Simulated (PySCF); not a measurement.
A species of formula C6H16O2Si has this rotational fingerprint, computed with PBE0/pcSseg-1 in PySCF (dipole) on a GFN2-xTB geometry, gas phase:

```
Rotational constants : A = 1537, B = 835.7, C = 676.8 MHz
Dipole components    : |μa| = 1.08 D, |μb| = 0.03 D, |μc| = 0.83 D
Inertial defect      : -186.91 u·Å²
κ                    : -0.63
```

Question: Which candidate fits, each taken in the one conformer that was computed?
A. `[CH3:1][CH2:2][O:3][Si:4]([CH3:5])([CH3:6])[O:7][CH2:8][CH3:9]` with C1–C2–O3–Si4 173°, C2–O3–Si4–C5 61°, O3–Si4–O7–C8 52°, Si4–O7–C8–C9 -167°
B. `[CH3:1][CH2:2][O:3][Si@H:4]([OH:5])[C:6]([CH3:7])([CH3:8])[CH3:9]` with C1–C2–O3–Si4 -173°, C2–O3–Si4–O5 -51°, O3–Si4–O5–H -172°

Answer: A. It is CCO[Si](C)(C)OCC, an asymmetric top, point group C1. The candidates at the same level (rigid rotor, commonest isotopes):

```
              SMILES  A (MHz)  B (MHz)  C (MHz)  μa (D)  μb (D)  μc (D)  Δ (u·Å²)  point group           rotor
    CCO[Si](C)(C)OCC     1537    835.7    676.8    1.08    0.03    0.83   -186.91           C1  asymmetric top
CCO[Si@H](O)C(C)(C)C     2094    831.0    708.6    0.40    0.79    0.24   -136.37           C1  asymmetric top
```

`CCO[Si@H](O)C(C)(C)C` has A 36 % too high. No structure here is proved a minimum.
